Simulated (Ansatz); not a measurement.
Geometry optimisation, RKS PBE0/def2-SVP (Ansatz 0.2.0).

The input (input.yaml):

```yaml
crystal:
  periodic: [false, false, false]
  atoms:
    - { symbol: C, position_ang: [-1.5622, 0.1854, 1.1548] }
    - { symbol: Sn, position_ang: [-0.3404, 1.1834, -0.2926] }
    - { symbol: O, position_ang: [1.1655, 2.0248, 0.6262] }
    - { symbol: "N", position_ang: [0.4223, -0.1917, -1.6568] }
    - { symbol: Si, position_ang: [1.3209, -1.4092, -0.7642] }
    - { symbol: H, position_ang: [-2.0595, 1.0133, 1.8054] }
    - { symbol: H, position_ang: [-0.9881, -0.4788, 1.7547] }
    - { symbol: H, position_ang: [-2.377, -0.3017, 0.6062] }
    - { symbol: H, position_ang: [-1.244, 2.4359, -1.0942] }
    - { symbol: H, position_ang: [1.4432, 1.3769, 1.3722] }
    - { symbol: H, position_ang: [-0.5011, -0.7062, -1.9956] }
    - { symbol: H, position_ang: [0.5009, -2.047, 0.2876] }
    - { symbol: H, position_ang: [2.4073, -0.7051, -0.1146] }
    - { symbol: H, position_ang: [1.7994, -2.4092, -1.6603] }
basis:
  gaussian: { orbitals: def2-SVP }
hamiltonian:
  xc: pbe0
relax:
  f_tol: 0.015
  max_steps: 40
```

Launched with:

```bash
$ ansatz run input.yaml --threads 2 --pin off --max-ram 3072MiB --backend cpu --events-out ev --progress --plain --runs-dir out
```

Problem. Where does it end, and by what steps?

Solution. The forces met the threshold. After 28 steps the energy has fallen by 0.846 eV; H13 moved furthest, 1.98 Å.

```
step  energy less start (eV)  largest force component (eV/Å)  accepted
   0                  0.0000                           2.611       yes
   1                 -0.4698                           1.526       yes
   2                 -0.5785                           1.398       yes
   3                 -0.6978                           0.396       yes
   4                 -0.7242                           0.150       yes
   5                 -0.7356                           0.921       yes
   6                 -0.7572                           0.277       yes
   7                 -0.7770                           0.055       yes
   8                 -0.7795                           0.613       yes
   9                 -0.7916                           0.196       yes
  10                 -0.8029                           0.078       yes
  11                 -0.7851                           1.414        no
  12                 -0.8103                           0.054       yes
  13                 -0.8128                           0.521       yes
  14                 -0.8244                           0.049       yes
  15                 -0.8260                           0.199       yes
  16                 -0.8343                           0.114       yes
  17                 -0.8378                           0.071       yes
  18                 -0.8175                           0.969        no
  19                 -0.8399                           0.048       yes
  20                 -0.8412                           0.085       yes
  21                 -0.8422                           0.067       yes
  22                 -0.8433                           0.096       yes
  23                 -0.8439                           0.109       yes
  24                 -0.8445                           0.083       yes
  25                 -0.8452                           0.048       yes
  26                 -0.8456                           0.025       yes
  27                 -0.8458                           0.018       yes
  28                 -0.8459                           0.011       yes
```

```xyz
14
Properties=species:S:1:pos:R:3
C -1.553 0.367 1.516
Sn -0.523 1.122 -0.187
O 0.938 2.219 0.609
N 0.307 -0.376 -1.298
Si 1.179 -1.767 -0.747
H -1.702 1.184 2.235
H -0.943 -0.418 1.983
H -2.526 -0.050 1.224
H -1.406 2.070 -1.317
H 1.629 2.433 -0.028
H 0.269 -0.218 -2.302
H 0.655 -3.038 -1.344
H 1.016 -1.832 0.738
H 2.648 -1.726 -1.054
```

Whether the end is a true minimum wasn't checked by a vibrational analysis.

The run took 2.1 min on 2 threads of Intel(R) Xeon(R) Platinum 8488C (Sapphire Rapids), on a shared host, peak memory 0.37 GiB.
